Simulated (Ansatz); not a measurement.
Born–Oppenheimer molecular dynamics of C$_{3}$H$_{7}$BO (12 atoms, charge 0, multiplicity 1). It starts at the highest image of a converged band. Of that band: Neighbouring images differ by up to 1.6 eV, so the band resolves the path poorly. A vibrational analysis at the climbing image gives one clearly imaginary mode, 1136i cm⁻¹: a first-order saddle point.

Theory: RKS PBE0-D4/cc-pVDZ in Ansatz.

```json
{"ensemble": "NVE (velocity Verlet)", "time step": "0.5 fs", "steps asked": "200", "starting velocities drawn for": "300 K", "seed": "8273"}
```

First frame:

```xyz
12
Properties=species:S:1:pos:R:3
C -1.524 -0.068 0.476
B -0.119 0.251 1.146
C 1.208 0.313 0.465
C 1.115 0.103 -0.895
O 1.222 -1.077 -1.446
H -1.956 -0.979 0.928
H -2.248 0.737 0.698
H -1.532 -0.227 -0.617
H -0.090 0.467 2.344
H 2.132 0.569 0.984
H 0.847 0.880 -1.649
H 1.022 -1.024 -2.400
```

**Question.** How far do the bonds stretch over the last three quarters of this one trajectory? (Pairs bonded in most of those frames.)

**Answer.** 
```
  bond  mean (Å)  spread (Å)  shortest  longest
 C1–B2     1.592       0.039      1.51     1.64
 C1–H6     1.112       0.011      1.09     1.13
 C1–H7     1.106       0.026      1.07     1.15
 C1–H8     1.106       0.028      1.06     1.15
 B2–C3     1.547       0.056      1.45     1.65
 B2–H9     1.220       0.023      1.18     1.27
 C3–C4     1.361       0.023      1.33     1.41
C3–H10     1.107       0.009      1.09     1.12
 C4–O5     1.368       0.051      1.26     1.45
C4–H11     1.103       0.023      1.06     1.15
O5–H12     0.968       0.017      0.94     1.00
```

Mean temperature of the second half: 1128 K. The conserved energy stayed within 0.18 meV per atom of its start (net change 0.059 meV per atom), so the integration is sound. The kinetic energy rose, since the run started high on the potential surface and went downhill. A run of 0.1 ps of so small a system gives no equilibrium averages. The orbitals stay closed-shell, which can raise the energy where a bond breaks towards radicals; this wasn't checked here.

Time of the run: 5.4 min on 2 threads of AMD EPYC 9R14 (Zen 4), on a shared host, peak memory 0.23 GiB.
